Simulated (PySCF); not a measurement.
Electron correlation in N²⁺ (nitrogen, charge +2)

[He] 2s1 2p2, high-spin 4P determinant (an excited configuration). Calculation: PySCF 2.14, in def2-QZVPPD (8s4p4d2f1g, 63 functions); the non-relativistic Hamiltonian (point nucleus). Frozen: 1s2; 3 electrons correlated.

```json
{"level": "CCSD", "correlation energy (mhartree)": "-16.72"}
{"level": "(T)", "correlation energy (mhartree)": "-0.04"}
{"level": "CCSD(T)", "correlation energy (mhartree)": "-16.76"}
```

Diagnostics: T1 = 0.00099, D1 = 0.0018, largest double amplitude 0.016.

**Question.** Is a single reference adequate?

**Answer.** Yes: T1 lies below 0.03 and no double amplitude reaches 0.07.
